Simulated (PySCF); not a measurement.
C₃H₇BF₂O, SMILES B(CF)(F)[C@@H](C)O. Geometry: PBE-D3(BJ)/def2-SVP. The structure was generated by enumeration; whether it is a known compound was not checked. Other conformers were not sampled.

Computed equilibrium geometry at PBE-D3(BJ)/def2-SVP (PySCF confirms it by a frequency run) as a Z-matrix (one conformer of several):
```
C
O 1 1.4199
H 2 0.9749 1 107.25
H 1 1.1241 2 111.92 3 64.30
C 1 1.5421 4 106.82 2 123.89
H 5 1.1079 1 110.79 4 56.50
H 5 1.1091 6 109.21 1 -122.52
H 5 1.1117 6 107.67 7 -116.55
B 1 1.5784 4 105.65 2 -119.85
F 9 1.3378 1 121.16 4 129.47
C 9 1.5835 10 116.18 1 -178.78
F 11 1.3965 9 113.22 10 -176.61
H 11 1.1168 12 109.01 6 -162.92
H 11 1.1174 13 105.44 12 117.04
```
